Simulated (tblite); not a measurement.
C₁₅H₁₁F₃O₃S.
SMILES with atom numbers: `[O:1]=[S:2](=[O:3])([c:4]1[cH:5][cH:6][c:7](/[CH:8]=[CH:9]/[c:10]2[cH:11][cH:12][c:13]([OH:14])[cH:15][cH:16]2)[cH:17][cH:18]1)[C:19]([F:20])([F:21])[F:22]` (hydrogens: H23 on C5; H24 on C6; H25 on C8; H26 on C9; H27 on C11; H28 on C12; H29 on O14; H30 on C15; H31 on C16; H32 on C17; H33 on C18)

Computed with GFN2-xTB (tblite), gas phase: L-BFGS steps from a force-field or distance-geometry start until the largest atomic force falls under 0.01 eV/Å.

Geometry at step 26:
```
atom  x, y, z in Å
O1      5.6712    1.9062   -0.6080
S2      5.2346    1.0859    0.4755
O3      5.7275    1.3455    1.7905
C4      3.4752    0.9028    0.4776
C5      2.7760    1.0636   -0.7049
C6      1.4091    0.8799   -0.6965
C7      0.7386    0.5407    0.4871
C8     -0.6926    0.3279    0.5290
C9     -1.4643    0.0574   -0.5345
C10    -2.8936   -0.1610   -0.4848
C11    -3.5647   -0.5020    0.6943
C12    -4.9325   -0.6514    0.7130
C13    -5.6730   -0.4445   -0.4519
O14    -7.0205   -0.5740   -0.3814
C15    -5.0167   -0.1227   -1.6372
C16    -3.6427   -0.0058   -1.6525
C17     1.4805    0.4019    1.6695
C18     2.8502    0.5652    1.6638
C19     5.8195   -0.6728    0.0503
F20     5.3788   -1.5421    0.9607
F21     5.3361   -1.0589   -1.1311
F22     7.1394   -0.7469    0.0032
H23     3.3121    1.3430   -1.5990
H24     0.8567    1.0197   -1.6129
H25    -1.1288    0.3821    1.5167
H26    -1.0179    0.0052   -1.5195
H27    -3.0015   -0.6763    1.5983
H28    -5.4514   -0.9321    1.6170
H29    -7.4208   -0.4142   -1.2451
H30    -5.5878    0.0456   -2.5423
H31    -3.1418    0.2297   -2.5801
H32     0.9800    0.1490    2.5934
H33     3.4483    0.4468    2.5538
```

**Question.** What forces act on the atoms?

**Answer.** 
| atom | Fx (eV/Å) | Fy (eV/Å) | Fz (eV/Å) |
| --- | --- | --- | --- |
| O1 | 0.018 | 0.004 | -0.091 |
| S2 | 0.090 | 0.121 | 0.044 |
| O3 | 0.012 | -0.049 | 0.025 |
| C4 | 0.032 | -0.074 | -0.001 |
| C5 | 0.006 | 0.011 | 0.026 |
| C6 | 0.030 | 0.003 | 0.000 |
| C7 | 0.044 | -0.008 | -0.020 |
| C8 | 0.067 | 0.006 | 0.000 |
| C9 | 0.019 | -0.022 | 0.065 |
| C10 | 0.014 | 0.014 | -0.017 |
| C11 | -0.029 | 0.003 | -0.021 |
| C12 | 0.012 | -0.023 | -0.038 |
| C13 | -0.038 | 0.008 | 0.016 |
| O14 | -0.007 | -0.010 | -0.004 |
| C15 | -0.031 | 0.003 | 0.042 |
| C16 | -0.062 | 0.004 | -0.006 |
| C17 | 0.011 | 0.003 | -0.030 |
| C18 | -0.013 | -0.001 | 0.001 |
| C19 | 0.040 | -0.067 | -0.014 |
| F20 | -0.062 | -0.008 | 0.092 |
| F21 | -0.091 | 0.042 | -0.087 |
| F22 | 0.101 | 0.030 | 0.020 |
| H23 | -0.019 | -0.015 | 0.036 |
| H24 | -0.008 | -0.007 | 0.049 |
| H25 | -0.030 | -0.045 | -0.019 |
| H26 | -0.050 | 0.015 | 0.026 |
| H27 | -0.038 | 0.011 | -0.012 |
| H28 | -0.005 | 0.036 | -0.050 |
| H29 | 0.019 | 0.002 | 0.001 |
| H30 | 0.015 | -0.061 | 0.033 |
| H31 | 0.007 | 0.035 | 0.009 |
| H32 | -0.024 | 0.004 | -0.066 |
| H33 | -0.028 | 0.033 | -0.009 |

The largest, 0.16 eV/Å, acts on S2; the rms over all components is 0.039 eV/Å. The forces sum to zero within rounding, as they must for an isolated molecule in no field.

**Question.** Give the force on S2 in Eh/bohr and in nN.

**Answer.** 0.157 eV/Å ÷ 51.422 = 0.00305 Eh/bohr, and 0.157 eV/Å × 1.602 = 0.25 nN.

**Question.** How far is this geometry from the end of the optimisation?

**Answer.** 0.030 eV above it, and 0.153 Å rms away after alignment. The bonds farthest from their final lengths, with half the difference of the two atoms' forces along the bond (positive lengthens):

```csv
bond,now (Å),final (Å),force along bond (eV/Å)
S2–C4,1.769,1.773,+0.04
C10–C16,1.396,1.399,+0.02
C8=C9,1.342,1.344,-0.01
C19–F20,1.334,1.336,+0.03
S2–C19,1.902,1.904,+0.09
C19–F21,1.334,1.336,+0.04
```

The angle farthest from its final value is C4–S2–C19, 102.1° against 100.1°.

The cost below is that of the whole relaxation. Time: 3.9 s wall, 7.8 s CPU. Hardware: 2 threads, AMD EPYC 7R43 (x86_64), shared host with 256 logical CPUs at a one-minute load of 107.
